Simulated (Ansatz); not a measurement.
Computed with Ansatz on PBE0-D4/def2-TZVP structures; ΔE is electronic, products minus reactants. CCSD(T)/CBS adds triple-zeta CCSD(T) − MP2 to the extrapolated MP2 energy (def2 sets, frozen cores). This one scheme is used for every species. Functionals use def2-TZVPP. B3LYP here is the variant with VWN-RPA as its local correlation; programs differ in this. HSE06 is defined as in plane-wave codes. Elements past krypton have def2 core potentials. For I, Sn outer-core shells are correlated without core-valence functions, which leaves a few kJ/mol of doubt a bond.

Consider the ligand exchange at the Sn–F bond: `[F][SnH2][F]` + HI → `[F][SnH2][I]` + H–F.

| level | ΔE (kJ/mol) | difference from CCSD(T)/CBS |
| --- | --- | --- |
| LDA (SPW92) | -52.8 | 6.4 |
| PBE-D4 | -51.1 | 8.1 |
| revPBE-D4 | -49.0 | 10.2 |
| BLYP-D4 | -40.8 | 18.4 |
| r2SCAN-D4 | -47.5 | 11.7 |
| B97M-V | -33.8 | 25.4 |
| B3LYP-D4 | -48.1 | 11.1 |
| r2SCANh-D4 | -51.3 | 7.9 |
| r2SCAN0-D4 | -56.4 | 2.8 |
| HSE06-D4 | -59.8 | -0.6 |
| BHLYP-D4 | -55.5 | 3.7 |
| CAM-B3LYP-D4 | -40.6 | 18.6 |
| ωB97X-V | -43.7 | 15.5 |
| ωB97M-V | -47.9 | 11.3 |
| B2PLYP | -46.0 | 13.2 |
| PBE-QIDH | -59.8 | -0.6 |
| PBE | -47.5 | 11.7 |
| revPBE | -45.8 | 13.4 |
| BLYP | -34.4 | 24.8 |
| r2SCAN | -46.8 | 12.4 |
| B3LYP | -42.2 | 17.0 |
| r2SCANh | -50.4 | 8.8 |
| r2SCAN0 | -55.4 | 3.8 |
| BHLYP | -47.1 | 12.1 |
| LC-ωPBE | -42.0 | 17.2 |
| RPA@PBE/def2-TZVPP | -40.3 | 18.9 |
| HF/def2-SVP | -52.4 | 6.8 |
| MP2/def2-SVP | -47.5 | 11.7 |
| CCSD(T)/def2-SVP | -43.9 | 15.3 |
| HF/def2-TZVPP | -48.7 | 10.5 |
| MP2/def2-TZVPP | -59.4 | -0.2 |
| SCS-MP2/def2-TZVPP | -49.8 | 9.4 |
| CCSD/def2-TZVPP | -48.2 | 11.0 |
| CCSD(T)/def2-TZVPP | -48.6 | 10.6 |
| HF/def2-QZVPP | -46.6 | 12.6 |
| MP2/def2-QZVPP | -64.7 | -5.5 |
| SCS-MP2/def2-QZVPP | -54.8 | 4.4 |
| HF/CBS(def2) | -46.3 | 12.9 |
| MP2/CBS(def2) | -69.9 | -10.7 |
| CCSD/CBS(def2) | -58.8 | 0.4 |
| CCSD(T)/CBS | -59.2 | 0 |

Largest T1 diagnostic among the species: 0.014.

From BLYP to BHLYP (50 % exact exchange), in def2-TZVPP and without D4, ΔE moves by −12.6 kJ/mol. Leaving LDA and LC-ωPBE aside and taking each functional with its dispersion term where it has one, the values spread over 26.0 kJ/mol, from HSE06-D4 to B97M-V. LDA lies −5.3 kJ/mol from PBE without D4. At CCSD(T), def2-SVP lies +15.3 kJ/mol from the extrapolated value and def2-TZVPP +10.6 kJ/mol.
